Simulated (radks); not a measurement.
The numbers below are computed, except where a source is named.
Task: All-electron atom: the holmium ion Ho2+ in [Xe] 4f11. Code: a radial shooting solver on a logarithmic mesh with Libxc functionals. Model: scalar-relativistic Kohn-Sham, BLYP, spin-polarised, spherical densities, finite nucleus; open shells are filled with parallel spins first (spin-orbit coupling, left out, can overturn this in heavy ions); Fermi nuclear charge, rms radius 5.2022 fm. Some entries of the table are withheld. Estimate them.

orbital  occ.  eigenvalue (eV)  r(max) (bohr)
1s up       1        -55507.93        0.01312
1s down     1        -55507.93        0.01312
2s up       1        -9296.624        0.07462
2s down     1        -9296.594        0.07462
2p up       3        -8238.974        0.06060
2p down     3        -8238.952        0.06060
3s up       1        -2087.407         0.2113
3s down     1        -2086.193         0.2112
3p up       3        -1764.131         0.2077
3p down     3        -1762.921         0.2077
3d up       5        -1353.453         0.1696
3d down     5        -1352.527         0.1695
4s up       1        -424.4053         0.4837
4s down     1        -421.7385         0.4837
4p up       3        -317.9981         0.5054
4p down     3        -315.3728         0.5054
4d up       5        -174.2219         0.5228
4d down     5        -171.6529         0.5228
5s up       1         -65.0894            (1)
5s down     1         -63.8454            (2)
5p up       3         -40.3502          1.294
5p down     3         -39.4573          1.303
4f up       7         -18.1430         0.5229
4f down     4         -15.9356         0.5244

Result: 
(1) 5s up r(max) (bohr): 1.132
(2) 5s down r(max) (bohr): 1.137
